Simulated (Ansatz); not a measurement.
Input for Ansatz (a quantum-chemistry and plane-wave program): R-CCSD(T)/cc-pV(T+d)Z on C2H7Al (SMILES [CH3][AlH][CH3]), a point of a torsion scan. Files ending in .json are basis or fitting sets from the Basis Set Exchange.

Ansatz 0.2 input:
```yaml
crystal:
  periodic: [false, false, false]
  atoms:
    - {symbol: C, position_ang: [1.72041399, 0.37772935, -0.22983025]}
    - {symbol: Al, position_ang: [0.23691398, -0.37086684, 0.86486594]}
    - {symbol: C, position_ang: [0.21239006, -2.04371787, 1.94212217]}
    - {symbol: H, position_ang: [2.04658098, -0.29171770, -1.03457417]}
    - {symbol: H, position_ang: [1.41497075, 1.31638029, -0.70910657]}
    - {symbol: H, position_ang: [2.62018618, 0.60458497, 0.35412641]}
    - {symbol: H, position_ang: [-1.07583418, 0.45993003, 0.87980140]}
    - {symbol: H, position_ang: [0.91350131, -2.02884995, 2.78485092]}
    - {symbol: H, position_ang: [-0.78332869, -2.21635197, 2.36971045]}
    - {symbol: H, position_ang: [0.46240378, -2.93860413, 1.35997818]}
basis:
  gaussian:
    orbitals: cc-pV_T+d_Z.json
magnetization: {spin_polarized: false}
correlation: {method: ccsd_t, electrons: outside_noble_gas}
scf: {lower_state_search: off}
```

The head of its log:

```
Functional definition: HF
[...]
these checks for a lower state are left out or cut short: stability, starts, cluster_reference, orbital_swaps, neighbouring_geometries, increment
integrals: 0.77 GiB planned
1094 factors; integrals over basis functions are off by at most 1.4e-3 eV
mean field: 0.45 GiB planned
mean field evaluation 1: about -8752.6310 eV, gradient 3.5e1 eV
mean field evaluation 2: about -8752.6291 eV, gradient 3.5e1 eV
mean field evaluation 4: about -8755.7137 eV, gradient 2.6e0 eV
mean field evaluation 8: about -8755.7460 eV, gradient 4.7e-4 eV
mean field -8755.74601608 eV, -321.7677312330 hartree, gradient 5.7e-6 eV, S^2 0.000000; 0 other end points of the search recorded, 0 dependent functions left out
7 core orbitals not correlated
reference -8755.74601608 eV, -321.7677312330 hartree; 9, 9 occupied and 181, 181 virtual orbitals, 1094 factors
```

Task: What total energy does the run end on?

Result: -322.2744 hartree (reference determinant -321.7677, T1 diagnostic 0.009).
